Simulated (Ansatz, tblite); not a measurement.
Cost and result up the ladder for GeBrH3 (GeH3Br) (5 atoms). Total charge 0; singlet. Geometry: PBE-D4/def2-TZVP.

```xyz
5

Ge    0.133   -0.116    0.077
Br   -1.474    1.287   -0.859
H     0.394    0.385    1.513
H     1.397   -0.011   -0.801
H    -0.449   -1.544    0.070
```

Ansatz on 4 threads of Intel Xeon Platinum 8259CL on a shared host; xTB runs through tblite on one thread. Times are rough, summed over both states, and most runs start from the orbitals of an earlier one. CCSD(T)/def2-TZVPP serves as the yardstick here, not as an exact answer. The other state is a doublet.

The xTB rows come from tblite. Correlated methods freeze 18 core orbitals; core or outer-core shells of Ge, Br are correlated, in sets that lack core-valence functions.

Run but left out: PBE-D4/def2-TZVP (charge +1 doublet: an occupied level 0.00 eV above an empty one).

Correlated methods converge slowly with the basis.

Raw xTB energies of ions are shifted by several eV.

```
              level  functions  wall time  vertical IE (eV)  difference from CCSD(T)/def2-TZVPP (eV)
           GFN2-xTB         21    0.009 s             15.04                                     4.37
           GFN1-xTB         24    0.013 s             15.76                                     5.09
r2SCAN-D4/def2-TZVP        114      5.7 s             10.56                                    -0.11
 CCSD(T)/def2-TZVPP        138       51 s             10.68                                     0.00
```
